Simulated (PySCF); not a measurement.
# Potential energy of LiPb along the bond

Set-up: PySCF, scalar-relativistic core potentials, basis sets Li aug-cc-pVDZ, Pb aug-cc-pVDZ-PP with ECP60. Energies in eV from Li + Pb in their ground configurations at the same level. All curves are PBE0. state 1: ⁴Σ⁻ (quartet), unpaired electrons σ ↑, π ↑↑; state 2: ²Π (doublet), unpaired electrons π ↑, a second solution, started from another occupation; state 3: Ms = 0.5 determinant of mixed spin (⟨S²⟩ near 1.8), unpaired electrons σ ↑, π ↑↓, a mixture of terms (⟨Lz²⟩ = 2.0), a second solution, started from another occupation; state 4: Ms = 0.5 determinant of mixed spin (⟨S²⟩ near 1.8), unpaired electrons σ ↓, π ↑↑, a second solution, started from another occupation.

```tsv
R (Å)	state 1	state 2	state 3	state 4
2.277	-1.060	-0.400	-0.4916	-0.3965
2.383	-1.217	-0.677	-0.6589	-0.5724
2.489	-1.304	-0.864	-0.7570	-0.6810
2.569	-1.335	-0.957	-0.7967	-0.7299
2.648	-1.344	-1.018	-0.8139	-0.7574
2.727	-1.335	-1.053	-0.8135	-0.7683
2.833	-1.301	-1.068	-0.7920	-0.7634
2.966	-1.235	-1.047	-0.7411	-0.7351
3.125	-1.134	-0.983	-0.6581	-0.6813
3.337	-0.982	-0.859	-0.5295	-0.5939
```

Put a parabola through the three lowest points of the state 1 curve and estimate Re, k and ωe (reduced mass 6.787 u; 1 eV/Å² = 0.16022 mdyn/Å; ωe = 1302.8·√(k/μ) cm⁻¹).

Through R = 2.569, 2.648, 2.727 Å the second-order coefficient is 1.44 eV/Å², so Re ≈ 2.648 Å, k ≈ 0.462 mdyn/Å and ωe ≈ 340 cm⁻¹. A polynomial fit of higher order to the unrounded PBE0 energies gives Re = 2.643 Å, k = 0.457 mdyn/Å, ωe = 338 cm⁻¹; anharmonicity and rounding make the difference.

The higher-order fit for each curve: state 1: Re = 2.643 Å, ωe = 338 cm⁻¹, De = 1.34 eV; state 2: Re = 2.830 Å, ωe = 319 cm⁻¹, minimum 1.07 eV below the ground-state fragments; state 3: Re = 2.685 Å, ωe = 316 cm⁻¹, minimum 0.82 eV below the ground-state fragments; state 4: Re = 2.753 Å, ωe = 274 cm⁻¹, minimum 0.77 eV below the ground-state fragments.

These are scalar-relativistic numbers at best; spin–orbit coupling would shift them, the dissociation energy most. The state is the lowest determinant that a PBE0 search found; another state may lie lower at other levels.
